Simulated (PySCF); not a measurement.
**Ru: excitation energy**

Ru [Kr] 4d7 5s1 (5F) → Ru [Kr] 4d6 5s2 (5D), as a difference of total energies. Computed with PySCF 2.14 in x2c-TZVPPall with one added diffuse shell each of s, p, d, f type (9s7p7d3f1g, 95 functions), with scalar relativity by spin-free X2C-1e. Correlated levels: valence and next inner shell: [Ar] 3d10 frozen. The calculations carry no spin-orbit coupling.

```json
{"method": "UHF", "excitation energy (eV)": "0.691"}
{"method": "MP2 (valence and next inner shell)", "excitation energy (eV)": "0.846"}
{"method": "SCS-MP2 (valence and next inner shell)", "excitation energy (eV)": "0.769"}
{"method": "CCSD (valence and next inner shell)", "excitation energy (eV)": "0.746"}
{"method": "CCSD(T) (valence and next inner shell)", "excitation energy (eV)": "0.725"}
```

Task: How much does correlation contribute at CCSD(T) (valence and next inner shell)?

Result: 0.725 − (0.691) = 0.034 eV, measured against UHF.

Errors of the correlated levels include the incompleteness of this basis and the frozen core.

For comparison: 0.867 eV (measured; NIST levels, between the centres of gravity of the two terms).
